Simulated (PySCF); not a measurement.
Computed shifts of a molecule C3H6FNSi, PBE/pcSseg-1 run with PySCF, GIAO, gas phase, atoms alike by connectivity averaged where their shifts nearly agree, in ppm (number of nuclei): ¹⁵N: 71.9 (1). ¹³C: 229.5 (1), 156.4 (1), 110.9 (1). ¹⁹F: -163.5 (1). ²⁹Si: -74.6 (1). ¹H: 7.01 (1), 4.63 (3), 2.47 (1), 2.23 (1). References: ¹⁵N against NH3 (σ = 267.0 ppm); ¹³C against TMS (σ = 182.0 ppm); ¹⁹F against CFCl3 (σ = 133.6 ppm); ²⁹Si against TMS (σ = 335.4 ppm); ¹H against TMS (σ = 31.49 ppm), references at their B3LYP-D3(BJ)/def2-TZVP geometries, non-relativistic. Coordinates come from a PBE0-D3(BJ)/def2-SVP optimisation. One conformer was computed; it need not be the lowest.

Problem. Identify the compound among the candidates.
A. NC=C=C[SiH2]F
B. NC(F)=C=C[SiH3]
C. C=C=C(N)[SiH2]F
D. N[Si@]1(F)C=CC1

Solution. B, NC(F)=C=C[SiH3]
